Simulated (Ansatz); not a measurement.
Cost and result up the ladder for (H2B-mu-NH2)2 (B2N2H8) (12 atoms). Charge 0, multiplicity 1. Geometry: PBE-D4/def2-SVP.

```xyz
12

B     0.8649    0.6294    0.3117
H     0.9570    1.8178    0.0249
H     1.7993    0.1851    0.9694
N     0.5559   -0.2784   -0.9801
B    -0.8639   -0.6311   -0.3107
H    -1.8016   -0.1935   -0.9683
H    -0.9496   -1.8191   -0.0203
N    -0.5571    0.2807    0.9788
H     1.1851   -1.0765   -1.1117
H     0.5035    0.2316   -1.8675
H    -0.5079   -0.2260    1.8682
H    -1.1856    1.0802    1.1056
```

Ansatz on 4 threads of Arm Neoverse V1 on a shared host. Times are rough, and most runs start from the orbitals of an earlier one. ωB97X-V/def2-TZVP serves as the yardstick here, not as an exact answer. Differences are given only for rows in sets of like size (and for xTB, whose basis is part of the method), since another set adds its own error. Binding counts from free atoms at the same level (B doublet, H doublet, N quartet; other spins of the atoms weren't run), without zero-point energy or a counterpoise term.

B3LYP takes the VWN-RPA correlation. Correlated methods freeze 4 core orbitals.

Correlated methods converge slowly with the basis.

| level | functions | binding energy per atom (eV) | difference from ωB97X-V/def2-TZVP (eV) |
| --- | --- | --- | --- |
| HF/STO-3G | 28 | 3.50 | – |
| r2SCAN-D4/def2-TZVP | 172 | 3.69 | -0.02 |
| HF/6-31G | 52 | 2.58 | – |
| PBE-D4/def2-TZVP | 172 | 3.75 | 0.05 |
| B3LYP-D4/6-31G | 52 | 3.64 | – |
| CCSD(T)/def2-TZVPP | 236 | 3.60 | -0.11 |
| LDA (SPW92)/def2-TZVP (with forces) | 172 | 4.19 | 0.49 |
| BHLYP-D4/def2-TZVP | 172 | 3.62 | -0.08 |
| revPBE-D4/def2-TZVP | 172 | 3.67 | -0.03 |
| PBE-D4/def2-SVP | 96 | 3.79 | – |
| PBE0-D4/def2-TZVP | 172 | 3.70 | -0.01 |
| MP2/def2-TZVP | 172 | 3.57 | -0.14 |
| ωB97X-V/def2-TZVP | 172 | 3.71 | 0.00 |
| HF/def2-TZVP | 172 | 2.70 | -1.00 |

Question: Estimate how long each takes.

Answer: HF/STO-3G 0.1 s; HF/6-31G 0.2 s; B3LYP-D4/6-31G 0.5 s; HF/def2-TZVP 0.55 s; PBE-D4/def2-SVP 0.8 s; LDA (SPW92)/def2-TZVP (with forces) 1.1 s; MP2/def2-TZVP 1.1 s; PBE-D4/def2-TZVP 1.3 s; revPBE-D4/def2-TZVP 1.3 s; BHLYP-D4/def2-TZVP 1.4 s; PBE0-D4/def2-TZVP 1.5 s; r2SCAN-D4/def2-TZVP 2.4 s; ωB97X-V/def2-TZVP 4.5 s; CCSD(T)/def2-TZVPP 4.3 min. On shared hardware such times vary by a factor of up to 3.
